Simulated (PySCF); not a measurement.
C4H8O2. Atoms are numbered in the order given.

```xyz
14

C      1.1343    -0.6747     0.3502
C      1.1343     0.6747    -0.3502
O      0.0000     1.4457     0.0000
C     -1.1343     0.6747     0.3502
C     -1.1343    -0.6747    -0.3502
O      0.0000    -1.4457     0.0000
H      2.0310    -1.2489     0.0660
H      1.1717    -0.5180     1.4464
H      2.0310     1.2489    -0.0660
H      1.1717     0.5180    -1.4464
H     -1.1717     0.5180     1.4464
H     -2.0310     1.2489     0.0660
H     -2.0310    -1.2489    -0.0660
H     -1.1717    -0.5180    -1.4464
```
Charge 0, spin multiplicity 1.

Geometry: ωB97X-D3(BJ)/def2-SVP. The values are those of a single conformer.

All values below come from HF/pcSseg-1 in PySCF.

GIAO shieldings, no solvent; atoms listed in one row are averaged. δ = σ(ref) − σ: ¹³C against TMS (σ = 192.6 ppm); ¹⁷O against H2O (σ = 333.0 ppm); ¹H against TMS (σ = 31.99 ppm), references at their B3LYP-D3(BJ)/def2-TZVP geometries, non-relativistic.

```json
[
 {"nucleus": "¹³C", "atoms": "C1, C2, C4, C5", "count": "4", "δ (ppm)": "60.3"},
 {"nucleus": "¹⁷O", "atoms": "O3, O6", "count": "2", "δ (ppm)": "-15.0"},
 {"nucleus": "¹H", "atoms": "H11, H10, H8, H14", "count": "4", "δ (ppm)": "4.04"},
 {"nucleus": "¹H", "atoms": "H13, H7, H9, H12", "count": "4", "δ (ppm)": "3.58"}
]
```
